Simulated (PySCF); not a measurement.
H₈OSi₃, SMILES O[SiH]([SiH3])[SiH3]. Heavy atoms are numbered as in [SiH:1]([OH:2])([SiH3:3])[SiH3:4]. Hydrogens are named by the atom that carries them.

Geometry: PBE0-D3(BJ)/def2-SVP. The values are those of a single conformer.

All values below come from PBE0/pcSseg-1 in PySCF.

GIAO shieldings, no solvent; atoms alike by connectivity are averaged. δ = σ(ref) − σ: ²⁹Si against TMS (σ = 352.7 ppm); ¹⁷O against H2O (σ = 334.2 ppm); ¹H against TMS (σ = 31.56 ppm), references at their B3LYP-D3(BJ)/def2-TZVP geometries, non-relativistic.

Estimate the chemical shifts. (An estimate is asked for; the answer gives what the named calculation found.)


| nucleus | atoms | count | δ (ppm) |
|---|---|---|---|
| ²⁹Si | Si1 (SiH) | 1 | -5.5 |
| ²⁹Si | Si3 (SiH3) | 2 | -106.4 |
| ¹⁷O | O2 (OH) | 1 | -1.6 |
| ¹H | H on Si1 | 1 | 6.05 |
| ¹H | H on Si3 | 6 | 3.79 |
| ¹H | H on O2 | 1 | -0.35 |
